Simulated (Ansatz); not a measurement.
CH5Si (SMILES [CH2][SiH3]), doublet, at a GFN2-xTB geometry. Base run: PBE0/6-31G in Ansatz (a program for electronic structure).

Here is a job for Ansatz.
Ansatz 0.2 input:
```yaml
crystal:
  periodic: [false, false, false]
  atoms:
    - {symbol: C, position_ang: [-0.01711389, 0.13861103, -1.25945287]}
    - {symbol: Si, position_ang: [0.00774095, -0.06609183, 0.57241213]}
    - {symbol: H, position_ang: [-0.92959358, 0.22915764, -1.82227983]}
    - {symbol: H, position_ang: [0.88009381, 0.20740535, -1.84926448]}
    - {symbol: H, position_ang: [0.03350168, 1.24334789, 1.24448153]}
    - {symbol: H, position_ang: [-1.19792114, -0.77868484, 1.00294438]}
    - {symbol: H, position_ang: [1.20822931, -0.80760657, 0.96706573]}
basis:
  gaussian:
    orbitals: 6-31G
hamiltonian:
  xc: pbe0
magnetization: {spin_polarized: true, initial_magnetization: 1}
```

Each row names what was changed in the base input (with any setting that the change needs).

```tsv
change	ΔE vs base (mEh)
base	0.000
occupation = up:A':11 A'':2 down:A':9 A'':3	346.0
occupation = up:A':9 A'':4 down:A':9 A'':3	283.4
occupation = up:A':10 A'':3 down:A':9 A'':3	0.000
symmetry_tolerance_ang = 0.01	0.000
```
